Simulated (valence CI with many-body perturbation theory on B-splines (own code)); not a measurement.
**Level structure of Hf⁴⁰⁺**

Level of theory: configuration interaction combined with many-body perturbation theory (CI+MBPT): four valence electrons over a frozen Dirac-Fock core [Ar] 3d10, radial functions for each j: 11 s, 11 p, 10 d, 8 f, 5 g, 2 h, with the one-electron correlation potential Σ1 (screened to all orders), the two-electron term Σ2, the three-electron term Σ3, Breit, model QED; selected single and double excitations, second order for the rest, scaled by the run's own slope (own B-spline code, finite nucleus).

No measured spectrum was set against this ion. As an estimate, large intervals hold to a few tenths of a per cent, small ones and those within an open d or f shell to about a per cent. Among the levels kept, up to 380 cm⁻¹ of a level comes from second order outside the variational space, and about a tenth of that is noise between levels of different J, which matters for small intervals.

Levels 46 to 90 of 189, with energies above the lowest level, (4s^2 4p1/2^2) J=0. "Leading %" is the weight of the configuration and term that name the level; weights of strongly mixed levels are sums over their largest components and can fall short, so below about 35 % the name and the second component can differ from the true leading terms, or belong to a minority configuration. In the jj column 3d3/2^4 stands for four electrons in 3d with j = 3/2. Lifetimes count E1, E2, E3, M1 and M2 decay at the calculated energies, and are blank where another channel may lead or the interval is too uncertain; long ones can be off by a factor of two.

| No. | Configuration | Term | J | E (× 10³ cm⁻¹) | Leading % | Lifetime | g | Leading jj |
| --- | --- | --- | --- | --- | --- | --- | --- | --- |
| 46 | 4s2 4p 4f | 3F | 2 | 3327.4 | 23 | 1.92 ps | 0.985 | 4s^2 4p1/2 4f5/2 (47 %) |
| 47 | 4s 4p2 4d | 3G | 5 | 3333.4 | 53 | 81.3 ps | 1.288 | 4s 4p1/2 4p3/2 4d5/2 (97 %) |
| 48 | 4s 4p2 4d | 3P | 2 | 3341.0 | 34 | 3.29 ps | 1.310 | 4s 4p1/2 4p3/2 4d5/2 (77 %) |
| 49 | 4s2 4p 4f | 3D | 3 | 3344.4 | 25 | 4.52 ps | 1.268 | 4s^2 4p1/2 4f7/2 (54 %) |
| 50 | 4s2 4p 4f | 3G | 4 | 3362.6 | 30 | 8.32 ps | 1.143 | 4s^2 4p1/2 4f7/2 (68 %) |
| 51 | 4s 4p2 4d | 3D | 1 | 3367.3 | 44 | 2.65 ps | 1.106 | 4s 4p1/2 4p3/2 4d5/2 (59 %) |
| 52 | 4s 4p2 4d | 3D | 3 | 3395.7 | 33 | 3.56 ps | 1.253 | 4s 4p1/2 4p3/2 4d5/2 (83 %) |
| 53 | 4s2 4p 4f | 3G | 3 | 3407.2 | 37 | 1.14 ps | 0.894 | 4s^2 4p1/2 4f5/2 (50 %) |
| 54 | 4s 4p2 4d | 3D | 1 | 3414.7 | 28 | 755 fs | 1.085 | 4s 4p1/2 4p3/2 4d3/2 (74 %) |
| 55 | 4s 4p2 4d | 1D | 2 | 3416.7 | 30 | 2.94 ps | 1.210 | 4s 4p1/2 4p3/2 4d5/2 (73 %) |
| 56 | 4s 4p2 4d | 3P | 0 | 3435.5 | 81 | 799 fs |  | 4s 4p1/2 4p3/2 4d3/2 (79 %) |
| 57 | 4s 4p2 4d | 3D | 3 | 3440.0 | 50 | 1.83 ps | 1.223 | 4s 4p1/2 4p3/2 4d5/2 (77 %) |
| 58 | 4s 4p2 4d | 1G | 4 | 3446.4 | 53 | 5.87 ps | 1.119 | 4s 4p1/2 4p3/2 4d5/2 (84 %) |
| 59 | 4s 4p2 4d | 3F | 2 | 3488.8 | 19 | 639 fs | 1.001 | 4s 4p1/2 4p3/2 4d3/2 (57 %) |
| 60 | 4s 4p2 4d | 3D | 1 | 3493.9 | 57 | 2.46 ps | 0.769 | 4s 4p1/2 4p3/2 4d5/2 (92 %) |
| 61 | 4s 4p2 4d | 3G | 4 | 3518.7 | 33 | 1.63 ps | 1.131 | 4s 4p1/2 4p3/2 4d5/2 (64 %) |
| 62 | 4s 4p2 4d | 3D | 3 | 3520.0 | 20 | 1.27 ps | 1.138 | 4s 4p1/2 4p3/2 4d5/2 (68 %) |
| 63 | 4s 4p2 4d | 3P | 1 | 3542.0 | 36 | 1.65 ps | 1.388 | 4s 4p1/2 4p3/2 4d5/2 (94 %) |
| 64 | 4s 4p2 4d | 3D | 2 | 3550.0 | 47 | 1.56 ps | 1.164 | 4s 4p1/2 4p3/2 4d5/2 (90 %) |
| 65 | 4s 4p2 4d | 1S | 0 | 3552.4 | 43 | 1.35 ps |  | 4s 4p1/2 4p3/2 4d5/2 (78 %) |
| 66 | 4s 4p2 4d | 1F | 3 | 3574.6 | 31 | 1.05 ps | 1.096 | 4s 4p1/2 4p3/2 4d5/2 (76 %) |
| 67 | 4s 4p2 4d | 3P | 2 | 3588.5 | 28 | 938 fs | 1.091 | 4s 4p1/2 4p3/2 4d5/2 (77 %) |
| 68 | 4p4 | 1D | 2 | 3653.0 | 49 | 975 fs | 1.092 | 4p1/2 4p3/2^3 (61 %) |
| 69 | 4p4 | 3P | 1 | 3663.7 | 63 | 736 fs | 1.331 | 4p1/2 4p3/2^3 (63 %) |
| 70 | 4s2 4d2 | 3F | 2 | 3818.0 | 62 | 470 fs | 0.809 | 4s^2 4d3/2^2 (81 %) |
| 71 | 4s2 4d2 | 3P | 0 | 3866.0 | 63 | 505 fs |  | 4s^2 4d3/2^2 (74 %) |
| 72 | 4s2 4d2 | 3F | 3 | 3867.9 | 34 | 1.04 ps | 1.244 | 4s 4p3/2^2 4d3/2 (54 %) |
| 73 | 4s 4p2 4d | 5P | 2 | 3870.9 | 21 | 1.02 ps | 1.379 | 4s 4p3/2^2 4d3/2 (70 %) |
| 74 | 4s 4p2 4d | 5P | 1 | 3871.3 | 28 | 1.08 ps | 1.707 | 4s 4p3/2^2 4d3/2 (69 %) |
| 75 | 4s2 4d2 | 3F | 4 | 3886.3 | 18 | 1.32 ps | 1.243 | 4s 4p3/2^2 4d3/2 (46 %) |
| 76 | 4s 4p2 4d | 3F | 4 | 3924.1 | 21 | 7.97 ps | 1.211 | 4s 4p3/2^2 4d5/2 (48 %) |
| 77 | 4s2 4p 4f | 3F | 3 | 3925.0 | 23 | 2.05 ps | 0.999 | 4s^2 4p3/2 4f5/2 (57 %) |
| 78 | 4s2 4p 4f | 3G | 4 | 3939.4 | 33 | 1.85 ps | 1.113 | 4s^2 4p3/2 4f5/2 (39 %) |
| 79 | 4s 4p2 4d | 5F | 5 | 3946.1 | 45 | 359 ps | 1.288 | 4s 4p3/2^2 4d5/2 (78 %) |
| 80 | 4s2 4p 4f | 3F | 2 | 3959.4 | 22 | 1.56 ps | 0.950 | 4s^2 4p3/2 4f5/2 (47 %) |
| 81 | 4s 4p2 4d | 3P | 0 | 3978.5 | 53 | 5.79 ps |  | 4s 4p3/2^2 4d5/2 (72 %) |
| 82 | 4s2 4p 4f | 3D | 1 | 3979.8 | 56 | 2.50 ps | 0.518 | 4s^2 4p3/2 4f5/2 (56 %) |
| 83 | 4s2 4d2 | 3F | 3 | 3990.6 | 36 | 956 fs | 1.143 | 4s^2 4d3/2 4d5/2 (36 %) |
| 84 | 4s 4p2 4d | 3D | 2 | 4005.9 | 19 | 884 fs | 1.153 | 4s 4p3/2^2 4d3/2 (37 %) |
| 85 | 4s2 4d2 | 3P | 1 | 4010.1 | 45 | 695 fs | 1.158 | 4s^2 4d3/2 4d5/2 (45 %) |
| 86 | 4p3 4d | 3F° | 3 | 4013.2 | 15 | 12.9 ps | 1.064 | 4p1/2^2 4p3/2 4d3/2 (56 %) |
| 87 | 4p3 4d | 3F° | 2 | 4027.6 | 30 | 5.04 ps | 0.987 | 4p1/2^2 4p3/2 4d3/2 (84 %) |
| 88 | 4s2 4p 4f | 3D | 3 | 4030.3 | 28 | 2.85 ps | 1.230 | 4s^2 4p3/2 4f7/2 (55 %) |
| 89 | 4s2 4d2 | 3P | 2 | 4034.8 | 34 | 2.23 ps | 1.281 | 4s^2 4d5/2^2 (48 %) |
| 90 | 4s 4p2 4d | 3P | 1 | 4057.5 | 20 | 690 fs | 1.433 | 4s 4p3/2^2 4d3/2 (58 %) |

Where two levels of one J and parity lie close, their mixing, g and order are uncertain.
